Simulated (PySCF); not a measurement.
# RhF4, quartet: data card

These are results of UPBE0 in PySCF with Rh def2-SVP with ECP28, F def2-SVP; scalar-relativistic core potentials, no spin–orbit coupling; density-fitted integrals, not measurements.

The structure is a minimum.

Coordinates in bohr (charge 0 multiplicity 4):
```
Rh    0.0000    0.0000    0.0000
F     3.4437    0.0000    0.0000
F     0.0000    3.4437    0.0000
F    -3.4437    0.0000    0.0000
F     0.0000   -3.4437    0.0000
```

```json
{
  "Point group": "D4h",
  "Bond lengths": "Rh–F 1.822 Å (×4)",
  "Bond angles": "F–Rh–F 90.0° (×4), F–Rh–F 180.0° (×2)",
  "Principal quadrupole moments (Buckingham, traceless) about the centre of mass": "-3.86, -3.86, 7.72 D Å",
  "Principal polarisabilities": "18.9, 44.0, 44.0 bohr³",
  "Lowest empty level (β)": "-6.78 eV",
  "Spin squared ⟨S²⟩": "3.760",
  "Zero-point energy": "22.2 kJ/mol",
  "Dipole moment": "0.00 D",
  "Entropy at 298.15 K and 1 bar (electronic part: spin only)": "340.8 J/(mol K)",
  "Enthalpy at 298.15 K above 0 K": "18.86 kJ/mol",
  "Heat capacity Cp at 298.15 K": "85.8 J/(mol K)",
  "Highest occupied level (β)": "-10.69 eV",
  "Atomisation energy without zero-point energy": "1310 kJ/mol",
  "Rotational constants": "0.1336, 0.1336, 0.0668 cm⁻¹",
  "Rotational symmetry number": "8"
}
```

Harmonic modes (masses in u: Rh 102.906, F 18.998):
```json
{"symmetry": "b2u", "ω (cm⁻¹)": "30", "IR (km/mol, summed over degenerate members)": "0.0", "type": "bend"}
{"symmetry": "a2u", "ω (cm⁻¹)": "174", "IR (km/mol, summed over degenerate members)": "22.8", "type": "bend"}
{"symmetry": "eu", "ω (cm⁻¹)": "244", "IR (km/mol, summed over degenerate members)": "16.9", "type": "bend"}
{"symmetry": "b2g", "ω (cm⁻¹)": "270", "IR (km/mol, summed over degenerate members)": "0.0", "type": "bend"}
{"symmetry": "b1g", "ω (cm⁻¹)": "604", "IR (km/mol, summed over degenerate members)": "0.0", "type": "stretch"}
{"symmetry": "a1g", "ω (cm⁻¹)": "669", "IR (km/mol, summed over degenerate members)": "0.0", "type": "stretch"}
{"symmetry": "eu", "ω (cm⁻¹)": "740", "IR (km/mol, summed over degenerate members)": "306", "type": "stretch"}
```

In D4h the vibrations span b2u + a2u + 2eu + b2g + b1g + a1g. The a1g, b1g, b2g, b2u modes carry no infrared intensity, as symmetry demands. With a centre of inversion only u modes can be infrared active and only g modes Raman active.

Charges (e):
| atom | Mulliken | Löwdin | polar tensor | spin (Mulliken) | Mayer order to Rh1 |
| --- | --- | --- | --- | --- | --- |
| Rh1 | 1.15 | 0.33 | 1.98 | 2.04 | – |
| F2,3,4,5 | -0.29 | -0.08 | -0.50 | 0.24 | 1.01 |

Mulliken populations on Rh1 (electrons outside its core potential): s 2.42, p 6.46, d 6.94, f 0.03.

Outer orbital energies (eV). α occupied: -13.28, -12.89, -12.89, -12.47, -11.52, -11.52, -11.47, -11.19; empty: -4.17, -0.09, 0.15, 1.85. β occupied: -13.33, -13.33, -12.50, -12.25, -12.25, -11.81, -11.63, -10.69; empty: -6.78, -6.78, -6.72, -3.29.

Formally Rh is in oxidation state +4, d5, with 3 unpaired electrons (the high-spin count would be 5). The Mulliken spin on Rh is 2.04. The polar-tensor charge on Rh, 1.98, is far below the formal one.

Only a few start shapes were tried, so a lower isomer may exist. With open d or f shells other occupations or spin states may lie lower.

The final relaxation and frequency run took of the order of 80 core-seconds on a shared host.
